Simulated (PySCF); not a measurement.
Compound: C₃H₈O₃Si.
Geometry (PBE0-D3(BJ)/def2-SVP, Å), atoms numbered from 1 in this order:
```
atom  x, y, z in Å
O1     2.7278   -0.5992   -1.0606
Si2    1.6147   -0.3558    0.1201
O3     0.3555   -1.4301   -0.0190
C4    -0.9727   -1.0790    0.2978
C5    -1.3457    0.2941   -0.2403
C6    -0.4329    1.3875    0.2939
O7     0.9223    1.1476   -0.0121
H8     2.4178   -0.5329   -1.9687
H9     2.3520   -0.5210    1.3906
H10   -1.6351   -1.8509   -0.1261
H11   -1.1203   -1.1012    1.3961
H12   -2.3904    0.5238    0.0268
H13   -1.2864    0.2782   -1.3422
H14   -0.7083    2.3626   -0.1393
H15   -0.5633    1.4779    1.3908
```

NICS is the negative of the GIAO shielding at a point without a nucleus: at the ring centre (0) and 1 Å above and below it (1); zz is the component along the ring normal. Level: GIAO PBE0/pcSseg-1 (PySCF, non-relativistic, gas phase) on the PBE0-D3(BJ)/def2-SVP geometry, one conformer.

Ring bond lengths (Å), with Mayer bond orders in brackets: Si2–O3 1.661 (0.95), O3–C4 1.410 (0.89), C4–C5 1.521 (1.03), C5–C6 1.521 (1.03), C6–O7 1.410 (0.89), O7–Si2 1.660 (0.95).

Question: What do the NICS probes read (ppm)?

Answer: 
```
              ring                                                      type  NICS(0)  NICS(1), two faces  NICS(1)zz, two faces  rms pucker (Å)  centre to ring atoms, mean (Å)
Si2–O3–C4–C5–C6–O7  6-membered ring with 2 O and Si; formal bonds all single     -1.5         -1.6 / -0.4             3.9 / 2.4            0.19                            1.49
```

Question: What can be read from them?

Answer: 
- Si2–O3–C4–C5–C6–O7: mean NICS(1)zz 3.1 ppm, deshielded. Si2, C4, C5, C6 have four or more neighbours; no verdict on aromaticity is drawn.

Question: What is the mean of the two in-plane components of NICS at the first NICS(1) probe listed for ring Si2–O3–C4–C5–C6–O7, 1 Å off the ring?

Answer: The isotropic value is a third of the trace: (3 × -1.6 − (3.9))/2 = -4.4 ppm.

Question: Give the inner angles of the rings and the Hirshfeld charges of the ring atoms.

Answer: 
- Si2–O3–C4–C5–C6–O7: Si2 105.2° (+0.503 e), O3 122.3° (-0.246 e), C4 112.1° (+0.008 e), C5 112.2° (-0.081 e), C6 112.2° (+0.008 e), O7 122.5° (-0.246 e); sum 686.6° against 720° for a flat convex ring.

Question: What are the shieldings of the ring atoms and their hydrogens in the same run (means over atoms taken as equivalent)?

Answer: 
| atoms | environment | σ isotropic (ppm) |
| --- | --- | --- |
| Si2 | oxygen-bound silicon | 405.8 |
| O3 (×2) | silyl ether oxygen | 270.1 |
| C4 (×2) | sp3 carbon bound to oxygen | 118.1 |
| C5 | ring CH2 carbon | 149.8 |
| H9 | Si–H hydrogen | 26.98 |
| H10 (×2) | methylene hydrogen | 27.22 |
| H11 (×2) | methylene hydrogen | 27.15 |
| H12 | methylene hydrogen | 30.17 |
| H13 | methylene hydrogen | 29.19 |

Question: How do the values depend on the level or the medium?

Answer: 
| level | NICS(0), Si2–O3–C4–C5–C6–O7 | mean NICS(1)zz, Si2–O3–C4–C5–C6–O7 |
| --- | --- | --- |
| PBE0/pcSseg-1, gas | -1.5 | 3.1 |
| PBE0/pcSseg-1, IEF-PCM acetonitrile | -1.4 | 3.3 |
| PBE0/pcSseg-1, IEF-PCM chloroform | -1.4 | 3.2 |

The geometry is the same throughout; the continuum's cavity takes Bondi-type radii × 1.2.
